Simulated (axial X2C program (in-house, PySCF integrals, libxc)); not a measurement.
Worked dissociation energy of SbB⁺: CCSD(T), spin-free

Calculated with an in-house all-electron X2C program for linear molecules (integrals from PySCF). Spin-free means the one-electron spin-free X2C Hamiltonian. Basis: Sb dyall-cv3z [11s12p8d4f1g], B dyall-v3z [7s6p2d1f] (cores contracted in-house); Gaussian nuclei, density fitting, unrestricted open shells. Masses: Sb 120.904 u, B 11.009 u.

Molecular state: M_S = 3/2, Λ = 0 (beyond evenly filled blocks: σα, π+α, π-α).

Correlated methods: 7 electrons correlated (number of frozen shells: Sb 4 s, 3 p, 2 d; B 1 s), 237 virtual spin orbitals or spinors in MP2, 89 natural virtuals in coupled cluster.

```
E(Sb) (2M_S = 3, M_L = 0) : -6478.118412 hartree
E(B+) (2M_S = 0, M_L = 0) : -24.304536 hartree
E(SbB⁺) at Re             : -6502.501798 hartree
ωe                        : 483.8 cm⁻¹
ωexe                      : 6.31 cm⁻¹
```

**Question.** Work out De and D0.

**Answer.** De = -6478.118412 + (-24.304536) − (-6502.501798) = 0.07885 hartree = 2.146 eV. The zero-point energy is ωe/2 − ωexe/4 = 240 cm⁻¹ = 0.030 eV, so D0 = 2.116 eV.

The state is one determinant whose occupation by symmetry is held fixed; it was picked as the lowest of a PBE0 search that is not exhaustive. Dissociation energies refer to the lowest single-determinant-based atoms at the same level and basis. CCSD and (T) use frozen natural virtuals with an MP2 correction for the truncation; (T) itself is uncorrected, so its De runs slightly low. PBE0 can misorder states that lie within some tenths of an eV, so this need not be the ground state of the molecule. The nearest other spin-free determinant of the search, M_S = 1/2, Λ = 0, lies 0.31 eV up at the distance of the search. The T1 diagnostic is large, a sign of multireference character. With the outer-core shells frozen, correlated bond lengths of heavy atoms tend to come out a few hundredths of an ångström too long.

Each atomic determinant is the lowest at this level and need not be a pure term. Totals compare only within one Hamiltonian and basis.
